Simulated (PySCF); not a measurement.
# C²⁺ (carbon, charge +2): UHF calculation

Configuration: [He] 2s1 3s1, high-spin 3S determinant (an excited configuration). Calculation: PySCF 2.14, in x2c-TZVPPall with one added diffuse shell each of s, p, d type (6s4p3d1f, 40 functions); scalar relativity by spin-free X2C-1e.

```json
{
  "Total energy": "-35.401702 hartree",
  "One-electron energy": "-41.8408 hartree",
  "Hartree (Coulomb) energy": "10.5576 hartree",
  "Exchange energy": "-4.1185 hartree",
  "⟨S²⟩": "2.0000",
  "⟨L²⟩": "0.000",
  "Sum of ⟨r⟩": "5.281 bohr",
  "Sum of ⟨r²⟩": "15.64 bohr²",
  "Langevin diamagnetic susceptibility": "-12.4 ×10⁻⁶ cm³/mol"
}
```

```tsv
shell	electrons	mean orbital energy (hartree)	rms radius, mean of both spins (bohr)
1s α	1	-13.17142	0.310
1s β	1	-13.07238	0.310
2s α	1	-2.05673	1.38
3s α	1	-0.66211	3.68
```

The outer electron is Rydberg-like, and this basis confines it to a smaller radius and binds it less than a complete one would.
